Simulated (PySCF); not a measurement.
**Radial density of Os (osmium, neutral)**

UHF, [Xe] 4f14 5d7 6s1, high-spin 5F determinant (an excited configuration). Computed with PySCF 2.14 in x2c-TZVPPall with one added diffuse shell each of s, p, d, f type (12s8p8d4f1g, 113 functions), with the spin-free X2C one-electron Hamiltonian (Gaussian nucleus).

```json
{"r (bohr)": "0.0137", "4πr²ρ (e/bohr)": "104.8", "4πr²(ρα − ρβ)": "-0.0003"}
{"r (bohr)": "0.0230", "4πr²ρ (e/bohr)": "91.79", "4πr²(ρα − ρβ)": "-0.0037"}
{"r (bohr)": "0.0387", "4πr²ρ (e/bohr)": "121.8", "4πr²(ρα − ρβ)": "0.0107"}
{"r (bohr)": "0.0651", "4πr²ρ (e/bohr)": "134.2", "4πr²(ρα − ρβ)": "0.0825"}
{"r (bohr)": "0.109", "4πr²ρ (e/bohr)": "111.0", "4πr²(ρα − ρβ)": "0.1717"}
{"r (bohr)": "0.184", "4πr²ρ (e/bohr)": "116.6", "4πr²(ρα − ρβ)": "-0.0067"}
{"r (bohr)": "0.310", "4πr²ρ (e/bohr)": "69.98", "4πr²(ρα − ρβ)": "0.2262"}
{"r (bohr)": "0.521", "4πr²ρ (e/bohr)": "63.76", "4πr²(ρα − ρβ)": "0.0356"}
{"r (bohr)": "0.876", "4πr²ρ (e/bohr)": "20.80", "4πr²(ρα − ρβ)": "0.7791"}
{"r (bohr)": "1.47", "4πr²ρ (e/bohr)": "9.324", "4πr²(ρα − ρβ)": "2.0287"}
{"r (bohr)": "2.48", "4πr²ρ (e/bohr)": "2.256", "4πr²(ρα − ρβ)": "1.1194"}
{"r (bohr)": "4.17", "4πr²ρ (e/bohr)": "0.3766", "4πr²(ρα − ρβ)": "0.2478"}
{"r (bohr)": "7.02", "4πr²ρ (e/bohr)": "0.01412", "4πr²(ρα − ρβ)": "0.0107"}
{"r (bohr)": "11.8", "4πr²ρ (e/bohr)": "1.194e-05", "4πr²(ρα − ρβ)": "0.0000"}
```

Densities and radii are taken from the X2C orbitals without a picture-change correction, which distorts them close to the nucleus.

Spin-orbit coupling, absent here, splits the open shell strongly.

Q: Where is the radial spin density 4πr²(ρα − ρβ) most negative, and why is it negative at all?

A: Around r = 0.184 bohr, down to -0.0067 e/bohr: exchange with the open shell polarises the paired shells in an unrestricted calculation.
